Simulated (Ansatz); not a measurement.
Species: Si$_{2}$NH$_{6}$, net charge 0, doublet state. SMILES: N[SiH2][SiH2]
Geometry: optimised at B3LYP-D3(BJ)/def2-TZVP (Ansatz, a program for electronic structure).

Property: enthalpy of formation at 298 K, in kcal/mol. Terms: no dispersion term unless named; 6-31G* and kin with 6d, 5d where marked; open shells spin-unrestricted; LANL2DZ with its own core potentials from Na on; non-relativistic; 6-311+G** with 5d, 6d on Na to Ar in Ansatz; valence correlation only; no spin-orbit coupling. CBS marks a two-point X^-3 extrapolation of the correlation energy; Hartree-Fock from the larger set. First-principles rows: single points at B3LYP-D3(BJ) geometries (Ansatz), with unscaled harmonic terms from B3LYP/6-31G* (Ansatz) at its own minima, enthalpies of formation by atomisation with measured atoms.

Coupled cluster (Ansatz) is a level with limits of its own, used here on species with T1 under 0.025 (0.045 for open shells) and stable references: CCSD(T)/CBS(aug-cc-pV(T+d)Z,aug-cc-pV(Q+d)Z).

Value to compare with, CCSD(T)/CBS(aug-cc-pV(T+d)Z,aug-cc-pV(Q+d)Z) (Ansatz): 32.6 kcal/mol.

```
level             program  enthalpy of formation at 298 K (kcal/mol)  difference
----------------  -------  -----------------------------------------  ----------
B3LYP/STO-3G       Ansatz                                     -125.2      -157.8
B3LYP/3-21G        Ansatz                                       80.8        48.2
B3LYP/LANL2DZ      Ansatz                                       66.7        34.1
B3LYP/6-31G        Ansatz                                       93.1        60.5
B3LYP/6-31G*       Ansatz                                       51.4        18.8
B3LYP/6-31+G*      Ansatz                                       49.5        16.9
B3LYP/6-31G**      Ansatz                                       44.0        11.4
B3LYP/def2-SVP     Ansatz                                       45.4        12.8
B3LYP/cc-pVDZ      Ansatz                                       58.9        26.3
B3LYP/6-311+G**    Ansatz                                       46.2        13.6
B3LYP/def2-TZVPD   Ansatz                                       37.9         5.3
```

Among the 10 habitual levels, B3LYP/STO-3G lies farthest from CCSD(T)/CBS(aug-cc-pV(T+d)Z,aug-cc-pV(Q+d)Z) (Ansatz) (-157.8 kcal/mol) and B3LYP/6-31G** nearest (11.4); 9 of 10 lie above it, and their mean absolute difference is 40.0 kcal/mol, the median 22.6. One case shows no general order.

The sets are all those run for this method; left out are runs that failed, that the program found above a lower state of the same kind, or whose <S^2> lies over 0.5 above the pure value.
